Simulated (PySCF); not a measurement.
A side-by-side comparison of computed properties.

First species: C₃H₁₁P₃.
SMILES: `CP(P)CCP`

Second species: C3H7F3OSi.
SMILES with atom numbers: `[F:1][C:2]([F:3])([F:4])[CH2:5][CH2:6][O:7][SiH3:8]` (hydrogens: H9, H10 on C5; H11, H12 on C6; H13, H14, H15 on Si8)

Structure used (PBE0-D3(BJ)/def2-SVP), in Å, numbered top down from 1:
```xyz
15
C3H7F3OSi angstrom
F     -2.4602    1.4336    0.4235
C     -2.4011    0.1515    0.0407
F     -3.4614   -0.4695    0.5604
F     -2.5385    0.1330   -1.2924
C     -1.1177   -0.4987    0.4764
C      0.1176    0.1709   -0.0941
O      1.2465   -0.4960    0.4002
Si     2.8108   -0.0393    0.0373
H     -1.0808   -0.4724    1.5750
H     -1.1482   -1.5539    0.1680
H      0.0815    0.1330   -1.1994
H      0.1247    1.2390    0.1949
H      3.0626   -0.1441   -1.4339
H      3.6988   -0.9671    0.7851
H      3.0535    1.3757    0.4596
```

Levels: CAM-B3LYP/def2-SVPD for dipole moment, HOMO energy, LUMO energy, HOMO–LUMO gap, static isotropic polarisability and electronic spatial extent ⟨r²⟩ about the centre of nuclear charge; TDDFT CAM-B3LYP/def2-SVPD for lowest singlet excitation; TDA CAM-B3LYP/def2-SVPD for lowest triplet excitation (Tamm–Dancoff); ΔSCF CAM-B3LYP/def2-SVPD for vertical ionisation energy; PBE0-D3(BJ)/def2-SVP for rotational constant A and rotational constant C. Geometries: PBE0-D3(BJ)/def2-SVP. All species are isolated and taken at one optimised geometry, non-relativistic unless stated. Electronic properties by PySCF.

The conformers computed, where there is a choice (atom-mapped SMILES and torsion angles):
- `[CH3:1][P:2]([PH2:3])[CH2:4][CH2:5][PH2:6]`: C1–P2–C4–C5 -76°, P2–C4–C5–P6 -177°, H–P3–P2–C1 175°, H–P3–P2–C1 83°, H–P6–C5–C4 47°, H–P6–C5–C4 -47°
- `[F:1][C:2]([F:3])([F:4])[CH2:5][CH2:6][O:7][SiH3:8]`: F1–C2–C5–C6 -60°, C2–C5–C6–O7 179°, C5–C6–O7–Si8 -178°

```
                                                         property    column X    column Y
                                                    dipole moment      1.87 D      0.72 D
                                                      HOMO energy    -9.93 eV    -7.63 eV
                                                      LUMO energy     0.86 eV     0.76 eV
                                                    HOMO–LUMO gap    10.79 eV     8.39 eV
                                        lowest singlet excitation     7.22 eV     5.45 eV
                         lowest triplet excitation (Tamm–Dancoff)     6.87 eV     4.27 eV
                                  static isotropic polarisability     70.3 au    121.4 au
                                       vertical ionisation energy    10.79 eV     8.30 eV
electronic spatial extent ⟨r²⟩ about the centre of nuclear charge  1767 bohr²  1746 bohr²
                                            rotational constant A   4.686 GHz   3.623 GHz
                                            rotational constant C   0.610 GHz   0.633 GHz
```

(1) Which column belongs to which species?

(2) How does each property change from the first species to the second?

Answers

(1) Column X is the second species and column Y the first. The first has 17 atoms and 74 electrons, the second 15 and 74.

(2) dipole moment +1.15 D; HOMO energy -2.30 eV; LUMO energy +0.10 eV; HOMO–LUMO gap +2.40 eV; lowest singlet excitation +1.77 eV; lowest triplet excitation (Tamm–Dancoff) +2.60 eV; static isotropic polarisability -51.1 au; vertical ionisation energy +2.49 eV; electronic spatial extent ⟨r²⟩ about the centre of nuclear charge +21 bohr²; rotational constant A +1.063 GHz; rotational constant C -0.023 GHz.

On the first: S1 lies 2.94 eV below the HOMO–LUMO gap; its leading configuration is HOMO→LUMO, weight 0.84. The polarisability is 17.99 Å³ as a volume (1 au = 0.148185 Å³), or 1.64 au for each of the 74 electrons.

On the second: In wavenumbers S1 is 58200 cm⁻¹ (1 eV = 8065.54 cm⁻¹). No computed singlet falls in the visible range (750 to 380 nm, 1.65 to 3.26 eV); S1 lies 3.96 eV above its blue end.
